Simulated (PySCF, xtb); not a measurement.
C₃H₅BF₂, SMILES FB1CC[C@@H]1F.

Geometry: PBE-D3(BJ)/def2-SVP. The structure was generated by enumeration; whether it is a known compound was not checked.

Level of theory: C-PCM-M06-2X/def2-SVP (PySCF).

The values are the electrostatic part of the solvation free energy, E(continuum) − E(gas) at the gas-phase geometry, in a cavity of scaled van der Waals radii (PySCF's table); cavitation and dispersion terms are not included. In vacuum the orbital gap is 9.96 eV. The dipole moment in vacuum is 2.46 D.

Computed values in water (ε = 78.36), N,N-dimethylformamide (ε = 37.22), chloroform (ε = 4.71):
```
solvent                    ε  ΔG(elec) (kcal/mol)  dipole (D)  gap (eV)
---------------------  -----  -------------------  ----------  --------
water                  78.36                 -3.6        2.99     10.07
N,N-dimethylformamide  37.22                 -3.5        2.98     10.07
chloroform              4.71                 -2.8        2.86     10.05
```

For comparison, GFN2-xTB/ALPB(water) (xtb, at the GFN2-xTB geometry, all terms of that model) gives -3.0 kcal/mol.
